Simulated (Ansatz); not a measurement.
Gas-phase electronic energies from Ansatz, PBE0-D4/def2-TZVP geometries. CCSD(T)/CBS adds triple-zeta CCSD(T) − MP2 to the extrapolated MP2 energy (def2 sets, frozen cores). DFT in def2-TZVPP. B3LYP here is the variant with VWN-RPA as its local correlation; programs differ in this. For Se outer-core shells are correlated without core-valence functions, which leaves a few kJ/mol of doubt a bond. Scalar relativity is left out up to krypton. One conformer a species, not always the lowest.

Reaction (formal exchange of groups at the Si–Se bond): `OP[SiH2][SeH]` + `CCC1=NC1` → `CC[SiH2]PO` + `[SeH]C1=NC1`

(1) Is it downhill or uphill in electronic energy at CCSD(T)/CBS, and by how much? (Estimate.)

(2) What do these levels give: r2SCAN-D4, PBE0-D4, B3LYP-D4, ωB97X-V, B2PLYP, PBE0, B3LYP, SCS-MP2/def2-TZVPP, CCSD(T)/def2-TZVPP, HF/def2-QZVPP, SCS-MP2/def2-QZVPP, HF/CBS(def2)? (An estimate is asked.)

Largest T1 diagnostic among the species: 0.012.

Results:

(1) Ansatz gave: Uphill: ΔE = +84.7 kJ/mol.

(2) Ansatz gave: r2SCAN-D4 78.9, PBE0-D4 83.4, B3LYP-D4 78.5, ωB97X-V 82.8, B2PLYP 80.6, PBE0 85.2, B3LYP 81.7, SCS-MP2/def2-TZVPP 78.6, CCSD(T)/def2-TZVPP 78.7, HF/def2-QZVPP 101.5, SCS-MP2/def2-QZVPP 81.9, HF/CBS(def2) 101.5 kJ/mol.

In def2-TZVPP, CCSD(T) changes the Hartree–Fock value by −22.5 kJ/mol (the triples alone add −3.7 kJ/mol) and MP2 by −23.3 kJ/mol. The D4 term adds −3.1 kJ/mol with B3LYP and −1.8 kJ/mol with PBE0; it sums over pairs of atoms, weighted by their polarisabilities, and B3LYP, whose exchange is more repulsive, gets the larger term. From PBE to PBE0 (25 % exact exchange), in def2-TZVPP and without D4, ΔE moves by +7.8 kJ/mol.
